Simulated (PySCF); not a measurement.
NMR data simulated for an unnamed compound:

$^{1}$H NMR (600 MHz, computed): δ 7.10 (m, 1H), 6.60 (br s, 1H), 5.77 (m, 1H), 5.76 (m, 1H), 5.32 (m, 1H), 4.53 (m, 1H).

$^{13}$C{$^{1}$H} NMR (computed): δ 172.6 (C), 142.0 (CH), 130.1 (CH2), 91.9 (CH), 65.1 (CH).

- shieldings: GIAO PBE0/pcSseg-1
- geometry: GFN2-xTB
- code: PySCF
- a single conformation, no solvent model, no relativistic terms

Chemical shifts δ = σref − σ; $^{1}$H (31.72 ppm) and $^{13}$C (186.93 ppm) against TMS, all at this level.

Problem. Which of these does the molecule contain: a non-aromatic C=C double bond, an aldehyde, an ester, an OH group, an amide, a vinyl group CH=CH2?

Solution. 
- A non-aromatic C=C double bond: yes.
- An aldehyde: no.
- An ester: no.
- An OH group: yes (δH 6.60 (br s)).
- An amide: no.
- A vinyl group CH=CH2: yes (δC 130.1, 142.0; δH 5.76 (m), 5.77 (m), 7.10 (m)).

The data belong to `C=C[C@@H](Cl)[C@H](F)C(=O)O`, C$_{5}$H$_{6}$ClFO$_{2}$; they needn't prove each group on their own.

Carbon signals by region: 1 in the far downfield region (above 160 ppm), 2 in the sp2 and nitrile region (100–160 ppm), 2 at 50–100 ppm. Above 160 ppm: 172.6, carboxylic acid carbon.

Exchangeable OH/NH protons stand at their gas-phase positions; hydrogen bonding in a real sample shifts them, mostly to higher δ. Carbons that carry Cl, above all several Cl atoms, come out too deshielded, partly because spin–orbit coupling is missing. Splittings by $^{19}$F in the carbon and heteronuclear signals aren't shown, as no couplings were computed. Shifts are as computed. Against solution values, carbons near 30 ppm lie about +3 ppm off and those near 130 ppm about +5 ppm; carbons on Cl a further +6 ppm. Of 1211 compounds with measured shifts, 218 miss one by over three times the rms of a fit or turn the order of signals round; such compounds aren't used in these exercises. Hydrogen bonding in solution deshields acid and N–H amide carbonyl carbons by as much as 10 ppm beyond these values. Multiplicities follow the n + 1 count of equivalent neighbours, as no J values were calculated; m marks all less simple cases, F and P coupling included.
